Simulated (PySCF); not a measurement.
C6H10OSi2.
SMILES with atom numbers: `[SiH3:1][O:2][SiH2:3][c:4]1[cH:5][cH:6][cH:7][cH:8][cH:9]1` (hydrogens: H10, H11, H12 on Si1; H13, H14 on Si3; H15 on C5; H16 on C6; H17 on C7; H18 on C8; H19 on C9)

Computed by this run: PySCF 2.14.0, PBE0-D3(BJ)/def2-SVP geometry optimisation, gas phase; density fitting, grid level 1; the optimiser is geomeTRIC in internal coordinates, started from a GFN2-xTB structure with every atom displaced at random (about 0.01 Å).

Step 0: E = -24161.8608 eV
```
atom  x, y, z in Å  |  force x, y, z in eV/Å
Si1     3.4242   -1.2652    0.1434   -1.032   0.979   0.200
O2      2.3499   -0.0354    0.3635    0.204  -0.448   0.020
Si3     1.3249    1.2285    0.2694    0.399  -0.402   0.300
C4     -0.3805    0.5943    0.0421   -1.805  -0.224  -0.083
C5     -0.7022   -0.7733   -0.0650    1.025   0.780   0.218
C6     -2.0004   -1.2109   -0.2299    0.260  -0.167   0.027
C7     -3.0293   -0.3100   -0.3030   -0.541   0.643  -0.106
C8     -2.7601    1.0539   -0.2102   -1.142   0.035   0.097
C9     -1.4782    1.4942   -0.0139    1.344  -0.774  -0.216
H10     4.4309   -0.7675   -0.7724    0.794  -0.018  -0.542
H11     2.6512   -2.3683   -0.4183   -0.053  -0.733  -0.253
H12     3.9427   -1.5440    1.4708    0.519  -0.458   0.566
H13     1.4706    1.9473    1.5418   -0.120   0.483   0.329
H14     1.7418    2.0512   -0.8590    0.073   0.608  -0.518
H15     0.1064   -1.4896    0.0092    0.251  -0.347  -0.046
H16    -2.1971   -2.2610   -0.2983   -0.157  -0.834  -0.055
H17    -4.0515   -0.6443   -0.4366   -0.299  -0.136  -0.046
H18    -3.5954    1.7667   -0.2589    0.209  -0.074  -0.020
H19    -1.2786    2.5407    0.0461    0.070   1.088   0.130
```

**Question.** Estimate the geometry and energy of step 1. (The exact step hangs on the optimiser's Hessian estimate; all steps are aligned on step 0, rigid shifts and turns removed.)

**Answer.** E = -24162.1099 eV, largest force 0.330 eV/Å
```
atom  x, y, z in Å  |  force x, y, z in eV/Å
Si1     3.4521   -1.2686    0.1394    0.071  -0.130  -0.010
O2      2.3333   -0.0847    0.3808   -0.012   0.072   0.051
Si3     1.3230    1.2178    0.3073   -0.182   0.270  -0.051
C4     -0.4356    0.6156    0.0693    0.279  -0.083  -0.119
C5     -0.7043   -0.7551   -0.0376   -0.096  -0.048   0.052
C6     -2.0092   -1.2092   -0.2209   -0.049  -0.067  -0.010
C7     -3.0597   -0.2959   -0.3084   -0.051  -0.122   0.010
C8     -2.8058    1.0705   -0.2200    0.228   0.045  -0.055
C9     -1.4965    1.5210   -0.0417   -0.216   0.170   0.105
H10     4.5113   -0.8249   -0.8197   -0.064   0.031   0.027
H11     2.7748   -2.4824   -0.4128    0.002   0.038  -0.008
H12     4.0959   -1.6386    1.4364   -0.029   0.062  -0.023
H13     1.4077    2.0368    1.5587    0.092  -0.137   0.003
H14     1.7005    2.1298   -0.8232    0.062  -0.128   0.025
H15     0.1124   -1.4795    0.0304    0.005   0.034   0.010
H16    -2.2094   -2.2833   -0.2942    0.012   0.076  -0.001
H17    -4.0832   -0.6544   -0.4449    0.004   0.006  -0.013
H18    -3.6216    1.7891   -0.3049   -0.072   0.043   0.021
H19    -1.3164    2.6029    0.0268    0.018  -0.133  -0.014
```

The energy changes by -0.2491 eV. The first-order estimate −F·Δx gives -0.5848 eV and the mean of the old and new forces, exact on a quadratic surface, -0.2486 eV. The step makes an angle of 67° with the force vector and moves no atom by more than 0.183 Å.

The cost below is that of the whole optimisation. Hardware: an Arm Neoverse N1 with one thread, no GPU (shared host). Cost: 6.7 min wall, 0.79 GiB resident at most.
